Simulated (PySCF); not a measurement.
Identify the unknown among the candidates.

All candidates are C4H5N3.

| technique | computed result |
| --- | --- |
| Rotational structure | rotational constants A, B, C: 6.158, 2.713, 1.884 GHz [GFN2-xTB] |
| UV, first state | lowest singlet excitation: 3.66 eV (338 nm, f = 0.003) [TDDFT PBE0/def2-SVPD] |
| Polarisability | 67.6 au [PBE0/def2-SVPD] |
| 1H NMR | chemical shifts (computed TMS as zero) by class: 9.02 (1 H), 8.90 (1 H), 6.45 (1 H), 3.58 (2 H) ppm [GIAO PBE0/pcSseg-1] |
| 13C NMR | chemical shifts (computed TMS as zero) by class: 153.7 (1 C), 147.0 (1 C), 142.3 (1 C), 110.6 (1 C) ppm [GIAO PBE0/pcSseg-1] |
| NMR, other nuclei | isotropic shieldings of nuclei other than C and H, by class: -196 (1 N), -154 (1 N), 194 (1 N) ppm [GIAO PBE0/pcSseg-1] |
| UV, strongest line | among the 6 lowest singlet transitions: S5 at 5.89 eV (210 nm, f = 0.107) [TDDFT PBE0/def2-SVPD] |

The electronic properties come from PySCF, for the isolated species, density fitting. Levels stand in brackets. Geometry: GFN2-xTB; no solvent, vibrations or thermal averaging. NMR classes are plain means over equivalent atoms (diastereotopic ones count apart unless rotation or inversion swaps them), as if these changed places fast.

Problem. Which candidate is it?
A. `C=Nc1ncc[nH]1`
B. `C=Cn1ccnn1`
C. `Nc1ccnnc1`

Solution. C. It is `Nc1ccnnc1`. Numbering: `[NH2:1][c:2]1[cH:3][cH:4][n:5][n:6][cH:7]1`. Its formula, C4H5N3, gives 4 degrees of unsaturation: 1 ring and 3 π bonds in the structure found (Kekulé form). 4 carbons fall into 4 classes; from least to most shielded: aromatic CH next to a ring nitrogen [C4] (153.7 ppm), aromatic carbon bearing nitrogen [C2] (147.0 ppm), aromatic CH next to a ring nitrogen [C7] (142.3 ppm), aromatic CH carbon [C3] (110.6 ppm). Hydrogen classes from least to most shielded: 1 H on an aromatic CH next to a ring nitrogen, C4 (9.02 ppm), 1 H on an aromatic CH next to a ring nitrogen, C7 (8.90 ppm), 1 H on an aromatic CH carbon, C3 (6.45 ppm), 2 H on an aniline-type nitrogen, N1 (3.58 ppm). The other shieldings belong to: -196 ppm, pyridine-type nitrogen [N6]; -154 ppm, pyridine-type nitrogen [N5]; 194 ppm, aniline-type nitrogen [N1]. S1 is mainly HOMO→LUMO (weight 0.99); the largest Löwdin shares of the orbital it empties are 0.41 on a pyridine-type nitrogen, 0.38 on a pyridine-type nitrogen and 0.08 on each of 2 atoms of one kind (aromatic CH next to a ring nitrogen), of the orbital it fills 0.26 on a pyridine-type nitrogen, 0.21 on the aromatic CH carbon, 0.14 on an aromatic CH next to a ring nitrogen and 0.12 on the aromatic carbon bearing nitrogen. By its constants the optimised geometry is an asymmetric top.

The others, at the same levels:
- `C=Cn1ccnn1` fails: its computed 13C shifts are 137.5 (1 C), 134.6 (1 C), 129.8 (1 C), 111.6 (1 C) ppm, 1H shifts are 7.77 (1 H), 7.40 (1 H), 7.26 (1 H), 7.05 (1 H), 5.42 (1 H) ppm and lowest singlet excitation is 4.92 eV (252 nm, f = 0.004) (against 3.66 eV).
- `C=Nc1ncc[nH]1` fails: its computed 13C shifts are 155.8 (1 C), 154.2 (1 C), 134.8 (1 C), 119.1 (1 C) ppm, 1H shifts are 8.65 (1 H), 8.35 (1 H), 7.29 (1 H), 7.25 (1 H), 6.96 (1 H) ppm and rotational constant A is 8.364 GHz (against 6.158 GHz).

Each candidate is one conformer, not necessarily the lowest. The conformers computed, where there is a choice (atom-mapped SMILES and torsion angles):
- `[NH2:1][c:2]1[cH:3][cH:4][n:5][n:6][cH:7]1`: H–N1–C2–C3 168°, H–N1–C2–C3 15°
- `[CH2:1]=[CH:2][n:3]1[cH:4][cH:5][n:6][n:7]1`: C1–C2–N3–C4 180°
- `[CH2:1]=[N:2][c:3]1[n:4][cH:5][cH:6][nH:7]1`: C1–N2–C3–N4 0°
